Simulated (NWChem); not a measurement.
Molecule: trichlorofluoromethane (CCl₃F); SMILES FC(Cl)(Cl)Cl

```xyz
5

F      0.0000     0.0000     1.5891
C      0.0000     0.0000     0.2517
Cl     0.8319    -1.4803    -0.3095
Cl     0.8660     1.4606    -0.3095
Cl    -1.6979     0.0197    -0.3095
```
Atoms are numbered in this order, from 1.

All runs use the structure optimised with B3LYP/6-31G* (spherical d). No frequency run checked for a minimum.

### Question
Give the principal values of the shielding tensors (ppm) of F1, C2, Cl3 from B3LYP/6-31G* (spherical d), GIAO (NWChem), with their diamagnetic and paramagnetic parts as GIAO splits them.

### Answer
```tsv
atom	σ11	σ22	σ33	isotropic	diamagnetic	paramagnetic
F1	159.1	159.1	225.2	181.1	474.8	-293.7
C2	43.1	43.1	45.9	44.0	254.2	-210.2
Cl3	60.3	102.0	974.3	378.9	1145.5	-766.6
```
